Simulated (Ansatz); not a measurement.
Consider the formal exchange of groups at a C–C bond: `C=C[CH2][GaH][Cl]` + `COC=O` → `C=CC(=O)OC` + `[CH3][GaH][Cl]`.

Isolated molecules relaxed with PBE0-D4/def2-TZVP in Ansatz; ΔE leaves out vibrations. CCSD(T)/CBS is the MP2 limit (def2-TZVPP, def2-QZVPP) plus CCSD(T) − MP2 in def2-TZVPP, frozen cores. Functionals use def2-TZVPP. HSE06 is defined as in plane-wave codes. For Ga outer-core shells are correlated without core-valence functions, which leaves a few kJ/mol of doubt a bond. Scalar relativity is left out up to krypton. Each species was taken in one conformer, which may not be the lowest.

| level | ΔE (kJ/mol) |
| --- | --- |
| HSE06-D4 | -30.9 |
| r2SCANh | -35.1 |

Problem. What does CCSD(T)/CBS give? (Estimate.)

Solution. The calculation gave: -31.1 kJ/mol. The listed levels differ from it by 0.2, -4.0 kJ/mol.

Largest T1 diagnostic among the species: 0.015.

Leaving LDA and LC-ωPBE aside and taking each functional with its dispersion term where it has one, the values, not all of them listed here, spread over 10.5 kJ/mol, from B97M-V to revPBE-D4. In def2-TZVPP, CCSD(T) changes the Hartree–Fock value by +9.6 kJ/mol (the triples alone add +0.8 kJ/mol) and MP2 by +13.0 kJ/mol. From BLYP to BHLYP (50 % exact exchange), in def2-TZVPP and without D4, ΔE moves by −4.1 kJ/mol.
